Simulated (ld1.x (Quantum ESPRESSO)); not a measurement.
## What one change does to a pseudopotential (manganese, TM semilocal)

- Element: Mn (Z = 25)
- Generator: ld1.x (Quantum ESPRESSO) 7.5
- Type: norm-conserving Troullier–Martins (semilocal form)
- Functional: LDA (PZ)
- Relativity: scalar-relativistic
- Frozen core: [Ne]
- Valence charge: 15
- Reference configuration: 3s2 3p6 3d5 4s1 4p0 (charge +1)
- Partial waves: 3s (bound): rc 0.90 bohr; 3p (bound): rc 1.20 bohr; 3d (bound): rc 1.90 bohr
- Local potential: the d channel
- Core correction: none

Occupied shells without a wave of their own: 4s. They enter only through the test configuration that unscreens the potential.

Change: all radii scaled by about 1.38 (s 1.24, p 1.66, d 2.62 bohr).

Cutoffs: the cutoffs (Ry, on a coarse ladder) from which the occupation-weighted sum of valence levels, in a spherical-Bessel basis at the reference potential, stays within 10 and 1 mRy of its value at 400 Ry; they do not see the model core or the augmentation charge, which bear on the density cutoff. Errors are all-electron minus pseudo energies relative to the spin-unpolarised reference configuration.

Q: Predict the effect on cutoff, ghosts and configuration errors.

A: The potential gets softer (160 Ry and 300 Ry → 90 Ry and 120 Ry); the miss of the reference levels goes from 0.09 to 0.57 eV; of the 9 tests that both files solve, the error grows in 6 and shrinks in 2 by more than 15 % and 0.3 meV (median size 179.4 → 478.1 meV); neither file shows a bound ghost. A larger radius leaves more room for a smooth pseudo-wave, so fewer plane waves are needed. A semilocal file is local in each channel, so a ghost entry of none says nothing of the separable form that plane-wave codes build from it.

```csv
quantity,base,changed
"cutoff, loose",160 Ry,90 Ry
"cutoff, tight",300 Ry,120 Ry
loose cutoff by channel (10 mRy a level),"s 140 Ry, p 50 Ry, d 60 Ry","s 50 Ry, p 45 Ry, d 40 Ry"
bound ghosts,none,none
"largest miss of a reference level, eV",0.09,0.57
"error for 3s2 3p6 3d5 4s2 4p0, meV [ΔE -8.65 eV]",+71,+442
"error for 3s2 3p6 3d5 4s0 4p0, meV [ΔE 15.88 eV]",-114,-757
"error for 3s2 3p6 3d4 4s0 4p0, meV [ΔE 48.69 eV]",-205,-1048
"error for 3s2 3p6 3d4 4s2 4p0, meV [ΔE 4.79 eV]",+179,+1040
"error for 3s1 3p6 3d5 4s2 4p0, meV [ΔE 84.40 eV]",-181,+59
"error for 3s2 3p6 3d5.5 4s1.5 4p0, meV [ΔE -9.16 eV]",+20,+172
"error for 3s2 3p6 3d5 4s1 4p1, meV [ΔE -4.73 eV]",+22,-13
"error for 3s2 3p6 3d5 4s1 4p0 (spin-polarised), meV [ΔE -6.11 eV]",+419,+478
"error for 3s2 3p6 3d5 4s2 4p0 (spin-polarised), meV [ΔE -13.71 eV]",+470,+820
```

Base: The 4s level has no wave, so the channel is fitted at the deeper level alone: the likely source of the large errors. Changed file: The 4s level has no wave, so the channel is fitted at the deeper level alone: the likely source of the large errors.
